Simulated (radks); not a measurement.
Results of a calculation; reference values are marked as such.
Spherical quantum dot in the effective-mass picture: electrons in a parabolic well V = omega^2 r^2 / 2 with omega = 4.85, with a point charge +1 (a donor) at the centre, all in effective atomic units (hartree* = m*/eps^2 hartree, bohr* = eps/m* bohr), one dielectric constant everywhere. Level of theory: non-relativistic Kohn-Sham, exchange-only LDA, spin-polarised, spherical densities (a radial shooting solver with Libxc functionals). Levels are named by radial order and angular momentum (1s, 1p, 1d, 2s, ...), and open shells are averaged over m.

N = 27, configuration 1s2 1p6 1d10 2s2 1f(up 7, down 0). This is the lowest configuration that the search found. Occupied and some empty levels:

level,occupation,eigenvalue (hartree*),<r> (bohr*)
1s up,1,33.985,0.5955
1s down,1,34.083,0.5879
1p up,3,37.514,0.8242
1p down,3,37.697,0.8180
2s up,1,40.564,0.8689
2s down,1,40.747,0.8709
1d up,5,40.856,0.9732
1d down,5,41.087,0.9699
1f up,7,44.314,1.089
1f down,0,44.566,1.088
2p up,0,44.623,0.9882
2p down,0,44.798,0.9905
1g up,0,47.918,1.187
1g down,0,48.174,1.188
2d up,0,48.512,1.098
2d down,0,48.689,1.100

Energy (hartree*): total 754.703, kinetic 161.79, external 271.05, Hartree 349.40, exchange-correlation -27.539.
